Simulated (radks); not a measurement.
The arsenic ion As3+, [Ar] 3d10 4s2. Method: non-relativistic Kohn-Sham, PBE, spin-polarised, spherical densities, point nucleus; computed with a radial shooting solver on a logarithmic mesh with Libxc functionals. Every spin shell is full or empty, so the densities are truly spherical. Functionals are evaluated on that one density, not self-consistently. Rank these exchange functionals by their error against the exact value of the orbitals, and give that value: LDA, revPBE, RPBE, PW86, OPTX, AM05, EV93, TPSS, r2SCAN, MVS.

Answer. Exact: -80.4798 hartree. From best to worst, with 100 (|E| - |E exact|)/|E exact| (equal figures are ties): RPBE +0.02, revPBE -0.06, r2SCAN +0.07, TPSS +0.07, MVS +0.10, PW86 +0.25, EV93 +0.27, OPTX +0.95, AM05 -5.13, LDA -5.63.
